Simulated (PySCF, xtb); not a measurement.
BiFBr2, SMILES [F][Bi]([Br])[Br].

Harmonic wavenumbers (cm⁻¹) from GFN2-xTB run with xtb at its own minimum, in rising order: 68, 106, 117, 207, 230, 395.

What does PBE-D3(BJ)/def2-SVP run with PySCF give at its own minimum? (Estimate from the structure and the level; the computed values follow.)

62, 116, 117, 217, 221, 557. Paired by order, the mean absolute difference is 33 cm⁻¹ and the zero-point energies are 1.6 and 1.8 kcal/mol.
